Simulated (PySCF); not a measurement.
Species: (H2Al-mu-Br)2.
Bonds: Al1–Br4, Al1–Br8, Br4–Al5, Al5–Br8. Hydrogens: H2, H3 on Al1; H6, H7 on Al5.

Computed, not measured: PBE0-D3(BJ)/def2-SVP geometry optimisation, gas phase (PySCF).

Problem. What internal coordinates does the optimisation give?

Solution. 
| bond | length (Å) |
| --- | --- |
| Al1–H2 and 3 like bonds | 1.578 |
| Al1–Br4 and 3 like bonds | 2.472 |

Bonds in one row agree within 0.01 Å and their mean is given. A selection of angles:
| angle | degrees |
| --- | --- |
| H2–Al1–H3 | 127.8 |
| H2–Al1–Br4 | 107.6 |
| Br4–Al1–Br8 | 92.5 |
| Al1–Br4–Al5 | 87.5 |

Torsions: Br8–Al1–Br4–Al5 -3° (synperiplanar); Br4–Al1–Br8–Al5 3° (synperiplanar); Al1–Br4–Al5–Br8 3° (synperiplanar); Br4–Al5–Br8–Al1 -3° (synperiplanar).

Br4 (bromine bonded to 2 Al) is bent (angle 87.5°). Al1 (aluminium bonded to 2 Br and 2 H) has angles from 92.5° to 127.8°.

Point group: near D2h, missed by 0.21 Å at most; the miss may be what the optimiser left on a soft mode (C2v holds within 0.08 Å). Not checked by PBE0-D3(BJ)/def2-SVP frequencies. The numbers are those of one conformer.

On an Arm Neoverse V2 with one thread, no GPU, shared host, this took 90 s and 0.47 GiB of memory at its peak. This is the geometry optimisation.
